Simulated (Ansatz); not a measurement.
Ideal-gas functions of B₂F₂H₄ (`[BH2-]1[F+][BH2-][F+]1`) at 400 K and 1 bar, from an Ansatz frequency run at PBE0-D4/def2-TZVP.

Molar mass 63.65 g/mol, point group D2h (symmetry number 4), electronic degeneracy 1, moments of inertia 42.106, 47.851, 81.124 u Å². Harmonic wavenumbers (cm⁻¹, unscaled): 99, 397, 575, 683, 759, 817, 833, 852, 924, 985, 1104, 1186, 1212, 1244, 2609, 2625, 2721, 2728.

Use S(trans) = R[1.5 ln M + 2.5 ln T − 1.1517]; rotational temperatures θ = 24.2544 K / I; S(rot) = R[ln(√π/σ · √(T³/θAθBθC)) + 1.5]; for each mode x = 1.438777 ν̃/T, S = R[x/(eˣ − 1) − ln(1 − e⁻ˣ)] and H = RT x/(eˣ − 1); 1 cm⁻¹ = 0.0119627 kJ/mol; R = 8.31446 J/(mol·K).

By hand: the entropy, in J/(mol·K).

Translation 166.8. Rotation: θ = 0.576, 0.5069, 0.299 K, giving 90.6. Vibration, mode by mode: 16.94, 6.02, 3.61, 2.66, 2.14, 1.82, 1.74, 1.64, 1.34, 1.12, 0.79, 0.62, 0.58, 0.52, 0.01, 0.01, 0.01, 0.00, in all 41.6. Electronic 0.0. Sum 299.0 J/(mol·K).

By hand: H − E and G − E in kJ/mol, counted from the electronic energy.

Zero-point energy ½ × 22353 × 0.0119627 = 133.7; thermal vibration 9.8; translation, rotation and pV give 4 RT = 13.3. H − E = 156.8 kJ/mol, and G − E = 156.8 − 400 × 299.0/1000 = 37.2 kJ/mol.

Vibration gives 14 % of the entropy, 16.9 J/(mol·K) of it from the mode under 150 cm⁻¹: soft modes count most, and the harmonic formula is weakest for them.
